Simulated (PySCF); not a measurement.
The PySCF input:
```python
from pyscf import gto, scf, dft

mol = gto.M(
    atom='''
Si   -0.029365   -0.753806    0.033461
Cl    1.656056    0.340302    0.026833
Cl   -1.624718    0.464142   -0.062541
H    -0.091646   -1.506331    1.276959
H    -0.029986   -1.615946   -1.138365
''',
    basis='pcseg-1',
    charge=0,
    spin=0,
    verbose=4,
)

mf = dft.RKS(mol)
mf.xc = 'camb3lyp'
mf.kernel()
```

Predict the dipole moment from PySCF with CAMB3LYP/pcseg-1.

1.57 D

Estimate the total energy that CAMB3LYP/pcseg-1 returns for this input.

-1211.1734 Eh

What HOMO energy does CAMB3LYP/pcseg-1 give?

-10.57 eV

Estimate the number of basis functions that CAMB3LYP/pcseg-1 returns for this input.

64

What HOMO-LUMO gap does CAMB3LYP/pcseg-1 give?

11.65 eV

Estimate the Mulliken (on the basis functions themselves) charges in atom order that CAMB3LYP/pcseg-1 returns for this input.

Si1 0.64, Cl2 -0.24, Cl3 -0.24, H4 -0.08, H5 -0.08
